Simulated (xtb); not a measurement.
C₃H₉O₃Si (SMILES CO[Si](OC)OC), doublet, at a GFN2-xTB geometry. Base run: GFN2-xTB (xtb).

Geometry (Å):
```xyz
16

C     -0.6142     2.5524    -0.4212
O      0.2535     1.4966    -0.1371
Si    -0.1089     0.0240     0.4651
O      1.1791    -0.9435     0.2058
C      2.5232    -0.6865     0.4811
O     -1.3535    -0.5706    -0.4067
C     -1.8124    -1.8872    -0.4724
H     -1.5056     2.1969    -0.9402
H     -0.9165     3.0547     0.5013
H     -0.0778     3.2586    -1.0564
H      2.7186    -0.7904     1.5514
H      3.1181    -1.4192    -0.0661
H      2.8013     0.3201     0.1656
H     -2.3827    -2.1362     0.4261
H     -2.4623    -1.9670    -1.3449
H     -0.9808    -2.5865    -0.5701
```
Charge 0, spin multiplicity 2.
All else is at xtb's defaults.
Base energy -24.99012 Eh.

The base run was repeated with changes; each row names its change, and settings that it needs were set with it.

```
change          ΔE vs base (kcal/mol)  dipole (D)  SCF cycles
--------------  ---------------------  ----------  ----------
base                            0.000        0.20          10
alpb = benzene                  -5.87        0.23          10
acc = 0.1                       0.000        0.20          12
acc = 1000                      0.066        0.19           5
```

ALPB and GBSA are two models with their own fitted parameters for each solvent, which aren't always the measured dielectric constant.
